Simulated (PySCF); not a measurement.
**Stretching MgCd**

Set-up: basis Mg cc-pVDZ, Cd cc-pVDZ-PP with ECP28; scalar-relativistic core potentials; PySCF 2.14. Energies in eV from Mg + Cd in their ground configurations at the same level. State: ¹Σ⁺ (singlet), closed shell.

| R (Å) | M06 | PBE |
| --- | --- | --- |
| 3.050 | -0.1031 | -0.0650 |
| 3.192 | -0.1368 | -0.0966 |
| 3.334 | -0.1513 | -0.1097 |
| 3.441 | -0.1540 | -0.1118 |
| 3.547 | -0.1521 | -0.1094 |
| 3.653 | -0.1471 | -0.1043 |
| 3.795 | -0.1375 | -0.0948 |
| 3.973 | -0.1230 | -0.0814 |
| 4.186 | -0.1045 | -0.0655 |
| 4.469 | -0.0803 | -0.0474 |

Q: Put a parabola through the three lowest points of the M06 curve and estimate Re, k and ωe (reduced mass 19.81 u; 1 eV/Å² = 0.16022 mdyn/Å; ωe = 1302.8·√(k/μ) cm⁻¹).

A: Through R = 3.334, 3.441, 3.547 Å the second-order coefficient is 0.203 eV/Å², so Re ≈ 3.450 Å, k ≈ 0.0649 mdyn/Å and ωe ≈ 75 cm⁻¹. A polynomial fit of higher order to the unrounded M06 energies gives Re = 3.442 Å, k = 0.0642 mdyn/Å, ωe = 74.1 cm⁻¹; anharmonicity and rounding make the difference.

The higher-order fit for each curve: M06: Re = 3.442 Å, ωe = 74.1 cm⁻¹, De = 0.154 eV; PBE: Re = 3.430 Å, ωe = 73.8 cm⁻¹, De = 0.112 eV.

Closed-shell solutions of metal pairs were not tested for spin polarisation, which can lower them a little. The bond is weak. Basis-set superposition, not corrected here, can be much of De in a small basis, most of all at correlated wavefunction levels. Functionals without a dispersion term scatter widely for such bonds, and LDA overbinds them.
